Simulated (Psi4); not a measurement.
Interaction energy of H6Si2 ··· H4N+ (SMILES [SiH3][SiH3] and [NH4+]) (charge +1). Monomers: optimised at B3LYP-D3(BJ) (def2-TZVP), held rigid. Orientation: lowest of the rigid-body minima from ten starts at GFN2-xTB. R is the distance of the centres of mass, along which the second monomer moves.

- PBE/def2-TZVP, counterpoise-corrected (Psi4)
- PBE-D3(BJ)/def2-TZVP, counterpoise-corrected (Psi4)
- B3LYP-D3(BJ)/def2-TZVP, counterpoise-corrected (Psi4)
- SAPT0/jun-cc-pVDZ, frozen core (Psi4)

Interaction energies in kcal/mol; the last columns give the difference from SAPT0:

```json
[
 {"R / Å": "3.98", "PBE/def2-TZVP": "7.88", "PBE-D3(BJ)/def2-TZVP": "6.15", "B3LYP-D3(BJ)/def2-TZVP": "9.05", "SAPT0/jun-cc-pVDZ": "15.67", "PBE/def2-TZVP − SAPT0/jun-cc-pVDZ": "-7.79", "PBE-D3(BJ)/def2-TZVP − SAPT0/jun-cc-pVDZ": "-9.51", "B3LYP-D3(BJ)/def2-TZVP − SAPT0/jun-cc-pVDZ": "-6.62"},
 {"R / Å": "4.13", "PBE/def2-TZVP": "0.82", "PBE-D3(BJ)/def2-TZVP": "-0.77", "B3LYP-D3(BJ)/def2-TZVP": "1.58", "SAPT0/jun-cc-pVDZ": "7.48", "PBE/def2-TZVP − SAPT0/jun-cc-pVDZ": "-6.66", "PBE-D3(BJ)/def2-TZVP − SAPT0/jun-cc-pVDZ": "-8.25", "B3LYP-D3(BJ)/def2-TZVP − SAPT0/jun-cc-pVDZ": "-5.90"},
 {"R / Å": "4.40", "PBE/def2-TZVP": "-4.89", "PBE-D3(BJ)/def2-TZVP": "-6.25", "B3LYP-D3(BJ)/def2-TZVP": "-4.61", "SAPT0/jun-cc-pVDZ": "0.21", "PBE/def2-TZVP − SAPT0/jun-cc-pVDZ": "-5.10", "PBE-D3(BJ)/def2-TZVP − SAPT0/jun-cc-pVDZ": "-6.46", "B3LYP-D3(BJ)/def2-TZVP − SAPT0/jun-cc-pVDZ": "-4.82"},
 {"R / Å": "4.57", "PBE/def2-TZVP": "-6.02", "PBE-D3(BJ)/def2-TZVP": "-7.23", "B3LYP-D3(BJ)/def2-TZVP": "-5.90", "SAPT0/jun-cc-pVDZ": "-1.71", "PBE/def2-TZVP − SAPT0/jun-cc-pVDZ": "-4.31", "PBE-D3(BJ)/def2-TZVP − SAPT0/jun-cc-pVDZ": "-5.52", "B3LYP-D3(BJ)/def2-TZVP − SAPT0/jun-cc-pVDZ": "-4.18"},
 {"R / Å": "4.73", "PBE/def2-TZVP": "-6.21", "PBE-D3(BJ)/def2-TZVP": "-7.29", "B3LYP-D3(BJ)/def2-TZVP": "-6.17", "SAPT0/jun-cc-pVDZ": "-2.58", "PBE/def2-TZVP − SAPT0/jun-cc-pVDZ": "-3.64", "PBE-D3(BJ)/def2-TZVP − SAPT0/jun-cc-pVDZ": "-4.71", "B3LYP-D3(BJ)/def2-TZVP − SAPT0/jun-cc-pVDZ": "-3.60"},
 {"R / Å": "4.96", "PBE/def2-TZVP": "-5.76", "PBE-D3(BJ)/def2-TZVP": "-6.66", "B3LYP-D3(BJ)/def2-TZVP": "-5.77", "SAPT0/jun-cc-pVDZ": "-2.96", "PBE/def2-TZVP − SAPT0/jun-cc-pVDZ": "-2.80", "PBE-D3(BJ)/def2-TZVP − SAPT0/jun-cc-pVDZ": "-3.70", "B3LYP-D3(BJ)/def2-TZVP − SAPT0/jun-cc-pVDZ": "-2.81"},
 {"R / Å": "5.24", "PBE/def2-TZVP": "-4.80", "PBE-D3(BJ)/def2-TZVP": "-5.51", "B3LYP-D3(BJ)/def2-TZVP": "-4.82", "SAPT0/jun-cc-pVDZ": "-2.81", "PBE/def2-TZVP − SAPT0/jun-cc-pVDZ": "-1.99", "PBE-D3(BJ)/def2-TZVP − SAPT0/jun-cc-pVDZ": "-2.69", "B3LYP-D3(BJ)/def2-TZVP − SAPT0/jun-cc-pVDZ": "-2.01"},
 {"R / Å": "5.59", "PBE/def2-TZVP": "-3.62", "PBE-D3(BJ)/def2-TZVP": "-4.12", "B3LYP-D3(BJ)/def2-TZVP": "-3.62", "SAPT0/jun-cc-pVDZ": "-2.34", "PBE/def2-TZVP − SAPT0/jun-cc-pVDZ": "-1.28", "PBE-D3(BJ)/def2-TZVP − SAPT0/jun-cc-pVDZ": "-1.78", "B3LYP-D3(BJ)/def2-TZVP − SAPT0/jun-cc-pVDZ": "-1.28"},
 {"R / Å": "6.06", "PBE/def2-TZVP": "-2.42", "PBE-D3(BJ)/def2-TZVP": "-2.72", "B3LYP-D3(BJ)/def2-TZVP": "-2.40", "SAPT0/jun-cc-pVDZ": "-1.73", "PBE/def2-TZVP − SAPT0/jun-cc-pVDZ": "-0.69", "PBE-D3(BJ)/def2-TZVP − SAPT0/jun-cc-pVDZ": "-0.99", "B3LYP-D3(BJ)/def2-TZVP − SAPT0/jun-cc-pVDZ": "-0.67"},
 {"R / Å": "6.78", "PBE/def2-TZVP": "-1.35", "PBE-D3(BJ)/def2-TZVP": "-1.49", "B3LYP-D3(BJ)/def2-TZVP": "-1.36", "SAPT0/jun-cc-pVDZ": "-1.09", "PBE/def2-TZVP − SAPT0/jun-cc-pVDZ": "-0.26", "PBE-D3(BJ)/def2-TZVP − SAPT0/jun-cc-pVDZ": "-0.40", "B3LYP-D3(BJ)/def2-TZVP − SAPT0/jun-cc-pVDZ": "-0.27"},
 {"R / Å": "7.81", "PBE/def2-TZVP": "-0.69", "PBE-D3(BJ)/def2-TZVP": "-0.74", "B3LYP-D3(BJ)/def2-TZVP": "-0.71", "SAPT0/jun-cc-pVDZ": "-0.61", "PBE/def2-TZVP − SAPT0/jun-cc-pVDZ": "-0.08", "PBE-D3(BJ)/def2-TZVP − SAPT0/jun-cc-pVDZ": "-0.13", "B3LYP-D3(BJ)/def2-TZVP − SAPT0/jun-cc-pVDZ": "-0.10"},
 {"R / Å": "9.10", "PBE/def2-TZVP": "-0.36", "PBE-D3(BJ)/def2-TZVP": "-0.38", "B3LYP-D3(BJ)/def2-TZVP": "-0.37", "SAPT0/jun-cc-pVDZ": "-0.34", "PBE/def2-TZVP − SAPT0/jun-cc-pVDZ": "-0.03", "PBE-D3(BJ)/def2-TZVP − SAPT0/jun-cc-pVDZ": "-0.04", "B3LYP-D3(BJ)/def2-TZVP − SAPT0/jun-cc-pVDZ": "-0.04"}
]
```

PBE/def2-TZVP is furthest from SAPT0/jun-cc-pVDZ at 3.98 (-7.79 kcal/mol, below); its mean absolute difference over the points is 2.88 kcal/mol.

PBE-D3(BJ)/def2-TZVP is furthest from SAPT0/jun-cc-pVDZ at 3.98 (-9.51 kcal/mol, below); its mean absolute difference over the points is 3.68 kcal/mol.

B3LYP-D3(BJ)/def2-TZVP is furthest from SAPT0/jun-cc-pVDZ at 3.98 (-6.62 kcal/mol, below); its mean absolute difference over the points is 2.69 kcal/mol.
